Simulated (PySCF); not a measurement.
Molecule: Si(F)3(nBu), SMILES CCCC[Si](F)(F)F. Atoms near the plane z = 0.0 Å, at the GFN2-xTB optimised geometry (x, y, z in Å): C1 (2.1, -1.8, 0.0), C2 (1.5, -0.4, 0.0), C3 (0.0, -0.5, 0.0), C4 (-0.6, 0.9, 0.0), Si5 (-2.5, 0.9, 0.0), F6 (-3.2, 2.4, 0.0), H9 (3.2, -1.8, 0.0), H10 (1.8, -2.4, -0.9), H11 (1.8, -2.4, 0.9), H12 (1.8, 0.1, -0.9), H13 (1.8, 0.1, 0.9), H14 (-0.4, -1.0, -0.9), H15 (-0.4, -1.0, 0.9), H16 (-0.3, 1.5, 0.9), H17 (-0.3, 1.5, -0.9).

Level of theory: PySCF with B3LYP/def2-SVP. Cells within 0.4 Å of a nucleus heavier than hydrogen are left out (blank, or x). The values are rescaled to run from 0 to 1.

```
|1111111122222222222222222222222|
|1111111112222222222222222222222|
|1111111111222222222222222222222|
|1111111111222222222222222222222|
|1110000011222222333222222222222|
|1100000001222333333332222222222|
|1100013211223333333333222222222|
|1000199972333333333333322222222|
|100049xx96554444333333332222222|
|110059xx99976665433333332222222|
|1111499999999999543333332222222|
|1113699999999999844333332222222|
|11238999xx999xx9954433333222222|
|11238999xx999xx9977764333222222|
|1123699999999999999998433322222|
|1112389999999999999999733332222|
|11112479999999xx99xxx9943333222|
|111112357877999x999x99954333322|
|1111112344556999999999999643322|
|111111223334469998999x999953322|
|11111122233333455699xx999963322|
|111111222223333334999x999953322|
|1111112222222333335999986433222|
|1111122222222222333467533322222|
|1112222222222222222333322222222|
|2222222222222222222222222222222|
|2222222222222222222222222222222|
|2222222222222222222222222222222|
|2222222222222222222222222222222|
|2222222222222222222222222222222|
|2222222222222222222222222222222|
```
Scale: ten equal steps from 0.000 (start of '0') to 1.00 (end of '9'), in the order '0123456789'; x runs from -5.50 to 5.50, y from -5.50 (bottom) to 5.50 (top).

Q: Which quantity is mapped?
A) log10 of the electron density
B) electrostatic potential
C) deformation density (molecule minus spherical neutral atoms)
D) an orbital amplitude

A: B, electrostatic potential. In full: electrostatic potential (hartree/e), clipped to [-0.08, 0.12].
